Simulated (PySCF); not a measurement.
C₂H₉GeNS.
Z-matrix (Å and degrees, PBE0-D3(BJ)/def2-SVP geometry), rows numbered from 1:
```
C 
N   1  1.4378
C   2  1.4382  1  115.36
Ge  2  1.8242  1  120.83  3  -158.57
S   4  2.2320  2  107.81  1  -148.47
H   1  1.1066  2  110.66  3   -58.09
H   1  1.1104  2  113.47  3    62.22
H   1  1.1008  2  110.70  3  -176.82
H   3  1.1103  2  113.53  1   -67.22
H   3  1.1057  2  110.44  1    53.19
H   3  1.1014  2  110.16  1   171.30
H   4  1.5483  2  115.12  1    94.06
H   4  1.5364  2  105.74  1   -29.67
H   5  1.3491  4   94.09  2  -118.26
```

The calculation used delta-SCF UKS SCAN, pcX-2 on the ionised atom, pcseg-1 elsewhere, spin-free X2C in PySCF. Each 1s hole has a ground state of its own, since the core basis sits on the ionised atom alone.

```tsv
ionised atom	basis functions	E(ground) (Eh)	E(ionised) (Eh)
C1	163	-2629.64881	-2618.93775
N2	163	-2629.66254	-2614.81058
S5	174	-2629.78152	-2538.76205
```

Q: Turn these total energies into binding energies.

A: E(ionised) − E(ground), at 27.2114 eV a hartree:

| atom | environment | difference (Eh) | binding energy (eV) |
| --- | --- | --- | --- |
| C1 | N-methyl carbon | 10.71106 | 291.46 |
| N2 | nitrogen bonded to 2 C and Ge | 14.85196 | 404.14 |
| S5 | sulfur bonded to Ge and H | 91.01947 | 2476.77 |

Q: How much do the ground-state energies differ, and what would follow from using one of them for all holes?

A: They run from -2629.7815 Eh (core basis on S5) to -2629.6488 Eh (on C1), 0.1327 Eh or 3.61 eV apart, for one and the same state in different bases and grids. Pairing the ion of C1 with the ground state of S5 would put its binding energy 3.61 eV too high.

Only 1s holes are shown. Topologically equivalent atoms share the value of their first member; where this conformer doesn't relate them by symmetry, their own values could differ. The structure is a single PBE0-D3(BJ)/def2-SVP conformer in the gas phase; no vibrational or solvent corrections.
